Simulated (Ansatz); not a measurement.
Program: Ansatz. Geometries: PBE0-D4/def2-TZVP. ΔE: electronic, gas phase. CCSD(T)/CBS adds triple-zeta CCSD(T) − MP2 to the extrapolated MP2 energy (def2 sets, frozen cores). This one scheme is used for every species. Functionals use def2-TZVPP. B3LYP here is the variant with VWN-RPA as its local correlation; programs differ in this. One conformer a species, not always the lowest.

Consider the formal exchange of groups at the Si–N bond: `N[SiH](F)[SiH2]O` + `C1CCC1` → `O[SiH2][SiH2]F` + `NC1CCC1`.

```tsv
level	ΔE (kcal/mol)	difference from CCSD(T)/CBS
PBE-D4	29.7	-0.9
r2SCAN-D4	31.0	0.4
PBE0-D4	29.9	-0.7
B3LYP-D4	30.7	0.1
ωB97X-V	29.8	-0.8
ωB97M-V	31.0	0.4
B2PLYP	30.8	0.2
PBE	29.5	-1.1
r2SCAN	31.0	0.4
PBE0	29.8	-0.8
B3LYP	30.4	-0.2
HF/def2-TZVPP	29.8	-0.8
MP2/def2-TZVPP	31.2	0.6
SCS-MP2/def2-TZVPP	30.4	-0.2
CCSD/def2-TZVPP	30.1	-0.5
CCSD(T)/def2-TZVPP	30.1	-0.5
HF/def2-QZVPP	29.9	-0.7
MP2/def2-QZVPP	31.5	0.9
SCS-MP2/def2-QZVPP	30.8	0.2
HF/CBS(def2)	29.9	-0.7
MP2/CBS(def2)	31.7	1.1
CCSD/CBS(def2)	30.6	0.0
CCSD(T)/CBS	30.6	0
```

Largest T1 diagnostic among the species: 0.012.
